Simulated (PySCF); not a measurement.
Ge(SiH3)2 (GeH6Si2), SMILES [SiH3][Ge][SiH3] (connectivity only; charge and spin as stated), neutral, multiplicity 1.

Coordinates come from a B3LYP-D3(BJ)/def2-SVP optimisation. The structure was generated by enumeration; whether it is a known compound was not checked.

All values below come from B3LYP-D3(BJ)/def2-SVP (PySCF).

Frequencies are harmonic and unscaled.

```
mode  ν (cm⁻¹)  IR (km/mol)  Raman (Å⁴/amu)  depolarisation  moving atoms (share of kinetic energy)
----  --------  -----------  --------------  --------------  --------------------------------------
1           86          0.2             0.4            0.75                                  H 94 %
2           99          1.1             3.4            0.54                Si 52 %, H 35 %, Ge 14 %
3          136          0.0             0.4            0.45                         H 84 %, Si 15 %
4          273         19.6             5.3            0.75                H 47 %, Si 36 %, Ge 17 %
5          288          6.6            19.4            0.12                Si 53 %, Ge 25 %, H 22 %
6          353         22.4            19.3            0.75                H 52 %, Si 35 %, Ge 13 %
7          383          0.5            24.0            0.29                         H 76 %, Si 20 %
8          467          7.4             0.2            0.75                                  H 91 %
9          534          0.1            18.0            0.75                         H 85 %, Si 13 %
10         840        365.4             7.9            0.75                          H 92 %, Si 8 %
11         873        166.9            11.8            0.70                          H 91 %, Si 8 %
12         915         81.0            15.6            0.75                                  H 97 %
13         925         10.9            35.6            0.74                                  H 97 %
14         951         31.0            35.2            0.74                                  H 97 %
15         955         83.5            17.3            0.75                                  H 97 %
16        2158         95.0            26.0            0.75                                  H 98 %
17        2158         12.8           318.6            0.14                                  H 97 %
18        2188         90.0            71.4            0.75                                  H 97 %
19        2190         80.3           270.5            0.09                                  H 97 %
20        2201        217.8            23.6            0.75                                  H 96 %
21        2204         36.6           347.4            0.50                                  H 96 %
```
